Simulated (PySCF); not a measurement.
**Correlation energy of S³⁺ (sulfur, charge +3)**

[Ne] 3s2 3p1, 2P determinant. Calculation: PySCF 2.14, in dyall-acv3z; no relativity, point nucleus. Frozen: [Ne]; 3 electrons correlated; the 23 highest virtual orbitals of each spin left out.

```tsv
level	correlation energy (mhartree)
CCSD	-72.01
(T)	-1.08
CCSD(T)	-73.09
```

Diagnostics: T1 = 0.011, D1 = 0.0242, largest double amplitude 0.107.

Cost of the coupled-cluster step: of the order of 9 core-seconds, for 3 correlated electrons.

Iterations:

```
CC2 = 0
CCSD nocc = (np.int64(2), np.int64(1)), nmo = (85, 85)
frozen orbitals [[0, 1, 2, 3, 4, 90, 91, 92, 93, 94, 95, 96, 97, 98, 99, 100, 101, 102, 103, 104, 105, 106, 107, 108, 109, 110, 111, 112], [0, 1, 2, 3, 4, 90, 91, 92, 93, 94, 95, 96, 97, 98, 99, 100, 101, 102, 103, 104, 105, 106, 107, 108, 109, 110, 111, 112]]
max_cycle = 100
direct = 0
conv_tol = 1e-08
conv_tol_normt = 1e-06
diis_space = 8
diis_start_cycle = 0
Init t2, MP2 energy = -0.0521784907481432
Init E_corr(UCCSD) = -0.052178490749436
cycle = 1  E_corr(UCCSD) = -0.0645301108972726  dE = -0.0123516201  norm(t1,t2) = 0.0481345
cycle = 2  E_corr(UCCSD) = -0.0688893066471676  dE = -0.00435919575  norm(t1,t2) = 0.0204591
cycle = 3  E_corr(UCCSD) = -0.0720162927529719  dE = -0.00312698611  norm(t1,t2) = 0.00936294
cycle = 4  E_corr(UCCSD) = -0.0719948110511213  dE = 2.14817019e-05  norm(t1,t2) = 0.0010491
cycle = 5  E_corr(UCCSD) = -0.0720149793955357  dE = -2.01683444e-05  norm(t1,t2) = 0.000121354
cycle = 6  E_corr(UCCSD) = -0.0720088777252697  dE = 6.10167027e-06  norm(t1,t2) = 2.17164e-05
cycle = 7  E_corr(UCCSD) = -0.0720110219538045  dE = -2.14422853e-06  norm(t1,t2) = 6.42957e-06
cycle = 8  E_corr(UCCSD) = -0.0720105404134052  dE = 4.81540399e-07  norm(t1,t2) = 1.65019e-06
cycle = 9  E_corr(UCCSD) = -0.072010496593198  dE = 4.38202073e-08  norm(t1,t2) = 1.92409e-07
cycle = 10  E_corr(UCCSD) = -0.0720105131179902  dE = -1.65247923e-08  norm(t1,t2) = 5.7116e-08
cycle = 11  E_corr(UCCSD) = -0.0720105111682208  dE = 1.94976943e-09  norm(t1,t2) = 2.58737e-08
UCCSD converged
E(UCCSD) = -395.1551355536692  E_corr = -0.0720105111682208
UCCSD(T) correction = -0.0010802645944085
```
